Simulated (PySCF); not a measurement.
All values below come from PBE-D3(BJ)/def2-TZVP // ωB97X-D3(BJ)/def2-TZVP run with PySCF. Gas-phase values, no solvent. One relaxed conformer stands for a flexible species; it need not be the lowest. Excitations are Tamm–Dancoff values on a coarser integration grid. The basis has no diffuse functions, so Rydberg states are missing or too high.

Reference species (SMILES): `[Si](O)(O)(O)O` (neutral, multiplicity 1).

| Property | Value |
|---|---|
| LUMO | -0.43 eV |
| T1 excitation (TDA) | 6.77 eV |
| HOMO–LUMO gap | 6.89 eV |
| S1 oscillator strength | 0.005 |

After one change: the LUMO falls by 0.54 eV; the T1 excitation (TDA) decreases by 1.68 eV; the HOMO–LUMO gap falls by 1.59 eV; the S1 oscillator strength hardly moves.

**Question.** What was changed between the two runs? The new species is one of these.
(A) `O[Si](O)(O)S`
(B) `S[Si](S)(S)S`
(C) `O[Si](S)(S)S`
(D) `O[Si](O)(S)S`

**Answer.** C, `O[Si](S)(S)S`
